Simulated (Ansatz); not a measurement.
System: BHSF, charge 0, doublet. BHSF (SMILES F[B]S, doublet).
B3LYP-D3(BJ)/def2-TZVP minimum from Ansatz (a first-principles code):
```xyz
4

B     -0.4200     0.5788    -0.4320
F     -1.6138     0.0487    -0.5430
S      0.9251    -0.2534     0.4270
H      1.8232     0.7214     0.2149
```
Charge 0, spin multiplicity 2.

Atomisation energy term by term, kcal/mol (programs: Ansatz). Open shells are spin-unrestricted; no spin-orbit coupling. Correlated methods leave the cores frozen. Rows without X2C or -DK are non-relativistic. CBS(X,Y): correlation extrapolated as X^-3, Hartree-Fock from the larger set (Q,5: extrapolated as (X+1)exp(-9√X)). A bracket is a step between two methods taken in the basis named. '+ core + X2C': CCSD(T) terms for core correlation (cc-pwCVTZ, 1s frozen past Ne) and scalar relativity (cc-pVTZ-DK). For partners of very few electrons the exact lower level stands in for a higher one.

| term | basis | kcal/mol |
|---|---|---|
| Hartree-Fock | CBS(cc-pV(Q+d)Z,cc-pV(5+d)Z) | 240.64 |
| CCSD correlation | CBS(cc-pV(Q+d)Z,cc-pV(5+d)Z) | 74.27 |
| (T) | CBS(cc-pV(Q+d)Z,cc-pV(5+d)Z) | 7.51 |
| CCSDT(Q) - CCSD(T) | cc-pV(D+d)Z | 0.59 |
| core correlation | cc-pwCVTZ | 1.47 |
| scalar relativity | X2C, cc-pVTZ-DK | -0.61 |
| sum: De |  | 323.9 |
